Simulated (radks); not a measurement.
The numbers below are computed, except where a source is named.
These are the eigenvalues of the occupied orbitals of an atom or ion with whole-number occupations (hartree). Code: a radial shooting solver on a logarithmic mesh with Libxc functionals. Model: scalar-relativistic Kohn-Sham, PBE, spin-polarised, spherical densities, finite nucleus; Fermi nuclear charge, rms radius of each element as measured or else 0.836 A^(1/3) + 0.57 fm.

| orbital | eigenvalue |
|---|---|
| 1s up | -1369.404 |
| 1s down | -1369.404 |
| 2s up | -216.6642 |
| 2s down | -216.6641 |
| 2p up | -194.3205 |
| 2p down | -194.3204 |
| 3s up | -45.93317 |
| 3s down | -45.93301 |
| 3p up | -38.76897 |
| 3p down | -38.76878 |
| 3d up | -28.36190 |
| 3d down | -28.36172 |
| 4s up | -9.21319 |
| 4s down | -9.21283 |
| 4p up | -6.90220 |
| 4p down | -6.90183 |
| 4d up | -3.54614 |
| 4d down | -3.54564 |
| 5s up | -1.48565 |
| 5s down | -1.48350 |
| 5p up | -0.93401 |
| 5p down | -0.93120 |
| 6p up | -0.21348 |

Which element is it, and in what charge state? The configuration may be excited. Open shells, if any, are filled with parallel spins first.

Answer. Z = 56, barium, charge +1: Ba+ in [Xe] 6p1. The list shows which subshells hold electrons but not how many an open one holds; the 1s level, -1369.4 hartree, gives Z - s = 52.3 by -(Z - s)^2/2, which with screening and relativity narrows Z to a few neighbours, and the depths of the outer levels then fix element, charge and occupations together.
